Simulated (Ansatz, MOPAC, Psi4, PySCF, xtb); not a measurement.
Pair of molecules: ammonia borane (SMILES [BH3-][NH3+]) (first 8 atoms) with C2H4 (SMILES C=C); geometry from B3LYP-D3(BJ)/def2-TZVP, rigid monomers moved along the line of their centres of mass till H8···C10 is 3.44 Å.
(charge 0, multiplicity 1):
```json
[
 {"atom": "B", "x (Å)": "-0.9288", "y (Å)": "0.2896", "z (Å)": "0.2984"},
 {"atom": "N", "x (Å)": "0.6322", "y (Å)": "-0.1670", "z (Å)": "0.5701"},
 {"atom": "H", "x (Å)": "-1.0445", "y (Å)": "1.3660", "z (Å)": "0.8388"},
 {"atom": "H", "x (Å)": "-1.6066", "y (Å)": "-0.5736", "z (Å)": "0.8076"},
 {"atom": "H", "x (Å)": "-1.0487", "y (Å)": "0.3436", "z (Å)": "-0.9028"},
 {"atom": "H", "x (Å)": "1.2837", "y (Å)": "0.5043", "z (Å)": "0.1745"},
 {"atom": "H", "x (Å)": "0.8265", "y (Å)": "-1.0724", "z (Å)": "0.1528"},
 {"atom": "H", "x (Å)": "0.8125", "y (Å)": "-0.2327", "z (Å)": "1.5723"},
 {"atom": "C", "x (Å)": "0.3304", "y (Å)": "0.5870", "z (Å)": "4.8834"},
 {"atom": "C", "x (Å)": "-0.0640", "y (Å)": "-0.6805", "z (Å)": "4.8689"},
 {"atom": "H", "x (Å)": "1.1610", "y (Å)": "0.9183", "z (Å)": "5.4956"},
 {"atom": "H", "x (Å)": "-0.1773", "y (Å)": "1.3384", "z (Å)": "4.2899"},
 {"atom": "H", "x (Å)": "-0.9041", "y (Å)": "-0.9990", "z (Å)": "4.2627"},
 {"atom": "H", "x (Å)": "0.4288", "y (Å)": "-1.4372", "z (Å)": "5.4682"}
]
```

```tsv
level	interaction energy (meV)	cost
PM3	-21.7	-
GFN1-xTB	-35.9	-
GFN2-xTB	-62.3	-
HF/STO-3G (no counterpoise)	-29.6	-
HF/6-31G* (no counterpoise)	-87.9	-
BP86/6-31G* (no counterpoise)	-69.6	-
r2SCAN/def2-TZVPPD	-76.8	×2
r2SCAN-D4/def2-TZVPPD	-91.6	×2
B3LYP/3-21G (no counterpoise)	-90.0	-
B3LYP/6-311+G** (no counterpoise)	-60.2	-
B3LYP/def2-TZVPPD	-56.7	×1
B3LYP-D3(BJ)/def2-TZVPPD	-94.1	×1
B3LYP-D4/def2-TZVPPD	-91.0	×1
PBE0/def2-TZVPPD	-75.5	×1
PBE0-D3(BJ)/def2-TZVPPD	-103.3	×1
PBE0-D4/def2-TZVPPD	-101.2	×1
wB97M-V/def2-TZVPPD	-92.3	×4
MP2/6-31G* (no counterpoise)	-102.1	-
MP2/aug-cc-pVDZ	-90.6	×1
SAPT0/jun-cc-pV(D+d)Z	-88.3	-
```

The rows run from -103.3 (PBE0-D3(BJ)/def2-TZVPPD) to -21.7 meV (PM3). The dispersion term adds -14.8 in r2SCAN-D4, -37.3 in B3LYP-D3(BJ), -34.3 in B3LYP-D4. The 4 functionals in def2-TZVPPD without D3 or D4 span 35.6, from wB97M-V to B3LYP.

Counterpoise-corrected where a basis set is named; no monomer relaxation. Rows marked so take none.

Correlated levels freeze the cores. Rows in 3-21G, 6-311+G**, 6-31G*, STO-3G carry no dispersion term and start afresh at each structure (6-31G* with six Cartesian d functions). MP2/6-31G* freezes PySCF's default core. The state reached by PM3 isn't checked.

Programs: Ansatz (a program for electronic structure); MOPAC for PM3 (differences of heats of formation); Psi4 for SAPT; PySCF for 3-21G rows, 6-311+G** rows, 6-31G* rows, STO-3G rows, the dispersion terms; xtb for the GFN methods. 

Costs are rough ratios of core time to PBE/def2-TZVPPD (about 19 s over the structures, on one shared machine); a dash marks a level with no comparable run of its own.
